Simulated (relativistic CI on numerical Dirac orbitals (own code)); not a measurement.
## Charge states of rhodium

Calculated at this level of theory: Dirac-Coulomb-Breit CI, separate exchange-only KLI orbitals for each configuration, a model potential for QED, valence Slater integrals scaled by 0.9 (own radial code, finite nucleus).

Each species is treated in one configuration, given outside its closed core. Radial values are for the open shell of highest l, unscaled and averaged over j; ζ includes the Breit term. Labels give the leading LS character, summed over repeated terms.

```csv
Ion,Configuration,Its lowest level,LS weight (%),F² (cm⁻¹),F⁴ (cm⁻¹),⟨r⟩ (bohr),⟨r²⟩ (bohr²),Next level,E (cm⁻¹)
Rh,4d⁸5s,⁴F9/2,100,61820,39850,1.584,3.131,⁴F7/2,1541.4
Rh⁺,4d⁸,³F4,100,64140,41510,1.533,2.856,³F3,2245.2
Rh²⁺,4d⁷,⁴F9/2,98,69080,45080,1.44,2.467,⁴F7/2,2012
Rh³⁺,4d⁶,⁵D4,98,73380,48210,1.368,2.197,⁵D3,1508.3
Rh⁴⁺,4d⁵,⁶S5/2,99,77220,51030,1.309,1.994,⁴G5/2,26746
Rh⁵⁺,4d⁴,⁵D0,96,80700,53600,1.259,1.832,⁵D1,659.9
Rh⁶⁺,4d³,⁴F3/2,98,83910,55960,1.215,1.7,⁴F5/2,1844.6
Rh⁷⁺,4d²,?,?,?,?,?,?,?,?
Rh⁸⁺,4d,²D3/2,100,,,1.141,1.49,²D5/2,5303.2
Rh⁹⁺,3d¹⁰4s²4p⁶,¹S0,100,,,,,,
Rh¹⁰⁺,3d¹⁰4s²4p⁵,²P°3/2,100,,,0.9677,1.057,²P°1/2,39057
Rh¹¹⁺,3d¹⁰4s²4p⁴,³P2,85,109800,,0.9522,1.023,³P0,23130
Rh¹²⁺,3d¹⁰4s²4p³,⁴S°3/2,73,111500,,0.9374,0.9907,²D°3/2,36945
Rh¹³⁺,3d¹⁰4s²4p²,³P0,87,113100,,0.9232,0.9606,³P1,30812
Rh¹⁴⁺,3d¹⁰4s²4p,²P°1/2,100,,,0.9097,0.9326,²P°3/2,45825
Rh¹⁵⁺,3d¹⁰4s²,¹S0,100,,,,,,
Rh¹⁶⁺,3d¹⁰4s,²S1/2,100,,,0.8481,0.8067,,
Rh¹⁷⁺,3d¹⁰,¹S0,100,,,,,,
Rh¹⁸⁺,3d⁹,²D5/2,100,,,0.3534,0.1474,²D3/2,40107
Rh¹⁹⁺,3d⁸,³F4,97,288200,184600,0.3476,0.1422,J = 2 (mixed),33411
Rh²⁰⁺,3d⁷,⁴F9/2,87,293800,188400,0.342,0.1373,⁴F7/2,33651
Rh²¹⁺,3d⁶,⁵D4,85,299300,192100,0.3366,0.1327,⁵D3,25220
Rh²²⁺,3d⁵,⁶S5/2,88,304700,195800,0.3314,0.1284,J = 5/2 (mixed),82841
Rh²³⁺,3d⁴,⁵D0,67,310100,199500,0.3264,0.1243,⁵D1,19154
```

Q: Fill in the row of Rh⁷⁺.

A: Its lowest level ³F2; LS weight (%) 97; F² (cm⁻¹) 86900; F⁴ (cm⁻¹) 58170; ⟨r⟩ (bohr) 1.176; ⟨r²⟩ (bohr²) 1.587; Next level ³F3; E (cm⁻¹) 3492.1.

With one configuration, terms of near-neutral atoms and ions can be 10 to 25 % off, and close levels can change places.
